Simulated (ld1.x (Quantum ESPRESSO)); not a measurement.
## Cutoff test, platinum (Pt), ultrasoft

* Element: Pt
* Generator: ld1.x (Quantum ESPRESSO) 7.5
* Type: ultrasoft
* Functional: LDA (PZ)
* Relativity: scalar-relativistic
* Frozen core: [Kr] 4d10 4f14
* Valence charge: 18
* Reference configuration: 5s2 5p6 5d9 6s0.75 6p0.25
* Partial waves: 5s (bound): rcut 1.20, rcutus 1.60 bohr; 6s (bound): rcut 1.20, rcutus 1.60 bohr; 5p (bound): rcut 1.45, rcutus 1.95 bohr; 6p (bound): rcut 1.45, rcutus 1.95 bohr; 5d (bound): rcut 2.25, rcutus 2.45 bohr; 5d channel at 1.9 Ry: rcut 2.25, rcutus 2.45 bohr
* Local potential: all-electron potential smoothed inside 2.60 bohr (lloc = -1)
* Core correction: a·sin(br)/r model core inside 1.20 bohr
* Augmentation charge: PSQ, inside the norm-conserving radii

The pseudo-atom Hamiltonian at the reference potential is diagonalised in spherical Bessel functions j_l(qr) that vanish at 20 bohr, with q² up to the cutoff. All-electron valence levels (Ry): 5s -7.5520, 6s -0.4688, 5p -4.1775, 6p -0.0958, 5d -0.5074.

**Question.** How do the lowest levels (Ry) of each channel move with the cutoff, and are there ghosts?

**Answer.**

```
cutoff (Ry)     s #1     s #2     p #1     p #2    p #3     d #1    d #2    f #1  Σ f·Δε (mRy)
          8  -7.0862  -0.3196  -3.8649  -0.0486  0.0508  -0.2197  0.0491  0.0969        5523.0
         12  -7.4218  -0.3697  -4.1066  -0.0582  0.0468  -0.4822  0.0475  0.0969         999.4
         21  -7.5483  -0.4355  -4.1756  -0.0708  0.0424  -0.5072  0.0474  0.0969          54.4
         30  -7.5509  -0.4623  -4.1769  -0.0917  0.0367  -0.5076  0.0474  0.0969          12.8
         45  -7.5518  -0.4693  -4.1774  -0.0957  0.0358  -0.5077  0.0474  0.0969           1.0
         55  -7.5519  -0.4694  -4.1775  -0.0960  0.0357  -0.5077  0.0474  0.0969           0.6
        400  -7.5520  -0.4695  -4.1775  -0.0961  0.0357  -0.5077  0.0474  0.0969           0.0
```

Result: no extra level below or beside the all-electron valence levels (s, p, d, f tested); 10 mRy is reached at 35 Ry and 1 mRy at 45 Ry.

Test run stopped at test 2 of 9 (negative rho).
